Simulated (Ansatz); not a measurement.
Molecule: WO3, charge 0, multiplicity 1. 
Structure (B3LYP-D3(BJ)/def2-TZVP (Ansatz, a program for electronic structure) minimum search):
```xyz
4

W     -0.0639    -0.1100    -0.0865
O      1.6332     0.0179    -0.3861
O     -0.2732    -0.4349     1.5978
O     -0.7687     1.4341    -0.4113
```

Total electronic energies in hartree. Correlated levels leave the core frozen unless marked. No spin-orbit coupling. The frozen core is the preceding noble-gas configuration, with the filled d and f shells of earlier blocks. In def2 rows, elements after Kr have scalar-relativistic effective core potentials. CBS marks a two-point X^-3 extrapolation of the correlation energy; Hartree-Fock from the larger set. [CCSD(T)-MP2]/basis is that difference in the basis named.

The Hartree-Fock reference is unstable (checked in the largest basis), which strains HF and MP2. The T1 diagnostic of CCSD in the largest basis is 0.032, which is high, so the coupled-cluster rows are less sure than usual.

```
level                                                                 program  energy (Eh)
-------------------------------------------------------------  --------------  -----------
HF/def2-QZVPP                                                          Ansatz   -291.09926
HF/def2-QZVPPD                                                         Ansatz   -291.09956
RI-HF/def2-TZVPP                                                       Ansatz   -291.08775
RI-HF/def2-TZVPPD                                                      Ansatz   -291.08929
BLYP-D4/def2-TZVPD                                             Ansatz + dftd4   -292.96078
BLYP/def2-TZVPD                                                        Ansatz   -292.95371
revPBE-D4/def2-TZVPD                                           Ansatz + dftd4   -292.99330
PBE0-D4/def2-TZVPD                                             Ansatz + dftd4   -292.69651
PBE0/def2-TZVPD                                                        Ansatz   -292.69381
r2SCANh-D4/def2-TZVPD                                          Ansatz + dftd4   -292.84176
r2SCAN0/def2-TZVPD                                                     Ansatz   -292.76225
LC-wPBE-D3(BJ)/def2-TZVPD                                      Ansatz + dftd3   -292.80671
wB97M-V/def2-TZVPD                                                     Ansatz          [?]
wB97X-V/def2-TZVPD                                                     Ansatz   -292.81765
B2GP-PLYP-D4/def2-TZVPD                                        Ansatz + dftd4   -292.54382
MP2/def2-TZVPP                                                         Ansatz   -292.10534
MP2/def2-TZVPPD                                                        Ansatz   -292.11225
RI-MP2/def2-TZVPPD                                                     Ansatz   -292.11214
RI-MP2/CBS(def2-TZVPP,def2-QZVPP)                                      Ansatz    -292.2283
SCS-MP2/def2-TZVPP                                                     Ansatz   -292.05371
CCSD(T)/def2-TZVPP                                                     Ansatz   -292.08812
RI-MP2/CBS(def2-TZVPP,def2-QZVPP)+[CCSD(T)-MP2]/def2-SVP               Ansatz    -292.2006
RI-MP2/CBS(def2-TZVPPD,def2-QZVPPD)+[CCSD(T)-MP2]/def2-TZVPPD          Ansatz    -292.2098
```

### Question
Some entries are withheld; supply them.

### Answer

- wB97M-V/def2-TZVPD, energy (Eh): -292.78724
